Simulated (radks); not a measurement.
Values are calculated unless marked as measured or tabulated.
Problem. These are the eigenvalues of the occupied orbitals of an atom or ion with whole-number occupations (hartree). Code: a radial shooting solver on a logarithmic mesh with Libxc functionals. Model: Dirac Kohn-Sham, PBE, spin-unpolarised, spherical densities, finite nucleus; Fermi nuclear charge, rms radius of each element as measured or else 0.836 A^(1/3) + 0.57 fm.

1s1/2: -101.4818
2s1/2: -9.65823
2p1/2: -7.45688
2p3/2: -7.39445
3s1/2: -1.08269
3p1/2: -0.62173
3p3/2: -0.61652
4d3/2: -0.02462

Which element is it, and in what charge state? The configuration may be excited. Open shells, if any, fill j = l - 1/2 first.

Solution. Z = 17, chlorine, charge 0: Cl in [Ne] 3s2 3p4 4d1. The list shows which subshells hold electrons but not how many an open one holds; the 1s level, -101.48 hartree, gives Z - s = 14.2 by -(Z - s)^2/2, which with screening and relativity narrows Z to a few neighbours, and the depths of the outer levels then fix element, charge and occupations together.
